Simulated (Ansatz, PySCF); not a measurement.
This PySCF input computes a r2SCAN/def2-TZVPD energy:

```python
from pyscf import gto, scf, dft

mol = gto.M(
    atom='''
    B     0.00058351    0.00644467   -1.33555701
    H     1.16742881    0.01008716   -1.64248630
    H    -0.58450947    1.01723849   -1.63839176
    H    -0.58076584   -1.00354088   -1.64814131
    C    -0.00008043   -0.00088834    0.18409470
    O    -0.00057356   -0.00633476    1.31277952
    ''',
    basis='def2-tzvpd',
    charge=0,
    spin=0,
    verbose=4,
)

mf = dft.RKS(mol, xc='r2scan').density_fit(auxbasis='def2-universal-jkfit')
mf.grids.level = 4
mf.conv_tol = 1e-9
mf.max_cycle = 100
mf.max_memory = 1500
mf.kernel()
if not mf.converged:
    mf = mf.newton()
    mf.kernel(mf.make_rdm1())
mf.analyze()
```

Question: Write an input for the same energy in Ansatz (a first-principles code) and say what it gives.

Answer: 
Ansatz 0.2 input:
```yaml
crystal:
  periodic: [false, false, false]
  atoms:
    - {symbol: B, position_ang: [0.00058351, 0.00644467, -1.33555701]}
    - {symbol: H, position_ang: [1.16742881, 0.01008716, -1.64248630]}
    - {symbol: H, position_ang: [-0.58450947, 1.01723849, -1.63839176]}
    - {symbol: H, position_ang: [-0.58076584, -1.00354088, -1.64814131]}
    - {symbol: C, position_ang: [-0.00008043, -0.00088834, 0.18409470]}
    - {symbol: O, position_ang: [-0.00057356, -0.00633476, 1.31277952]}
basis:
  gaussian:
    orbitals: def2-TZVPD
hamiltonian:
  xc: {name: r2SCAN}
output: {forces: true}
```
It gives -139.94496 Eh, and PySCF -139.94500 Eh, a difference of 0.04 mEh, from the treatment of integrals and grids.
